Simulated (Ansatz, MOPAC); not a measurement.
Molecule: RbO (charge 0, doublet). SMILES: [O][Rb]
Coordinates optimised at B3LYP-D3(BJ)/def2-TZVP (Ansatz, a quantum-chemistry and plane-wave program):
```xyz
2

Rb     0.0000     0.0000    -0.4183
O      0.0000     0.0000     1.9348
```
Charge 0, spin multiplicity 2.

Property: vertical ionisation energy to the triplet, in eV. Set-up: each state is the SCF solution reached for its charge and spin; spin-orbit terms left out; six Cartesian d functions in 6-31G* and its kin unless marked 5d; def2 sets with scalar-relativistic core potentials past Kr; STO-3G and 3-21G all-electron and non-relativistic; open shells spin-unrestricted; LANL2DZ with its own core potentials from Na on; PM7 with its own dispersion and hydrogen-bond terms. First-principles rows: single points at B3LYP-D3(BJ) geometries (Ansatz). Semi-empirical rows: differences of heats of formation at the shared geometry for vertical values. A UHF reference is markedly spin-contaminated in at least one set, which strains HF and MP2.

| level | program | vertical ionisation energy to the triplet (eV) |
|---|---|---|
| PM3 | MOPAC | 6.90 |
| PM6 | MOPAC | 6.77 |
| PM7 | MOPAC | 6.90 |
| MNDO | MOPAC | 6.40 |
| HF/6-31G* with LANL2DZ past Ar | Ansatz | 4.40 |
| PBE/6-31G* with LANL2DZ past Ar | Ansatz | 6.58 |
| B3LYP/STO-3G | Ansatz | 1.94 |
| B3LYP/3-21G | Ansatz | 5.73 |
| B3LYP/6-31G* with LANL2DZ past Ar | Ansatz | 6.38 |
| PBE0/def2-TZVPD | Ansatz | 7.25 |

No value to compare with is used here. The 9 habitual levels span 1.94 (B3LYP/STO-3G) to 6.90 eV (PM7); PBE0/def2-TZVPD gives 7.25.

The levels are drawn from those run, B3LYP/6-31G* more often than the rest, none by its result; left out are runs that failed, that the program found above a lower state of the same kind, or whose <S^2> lies over 0.5 above the pure value.
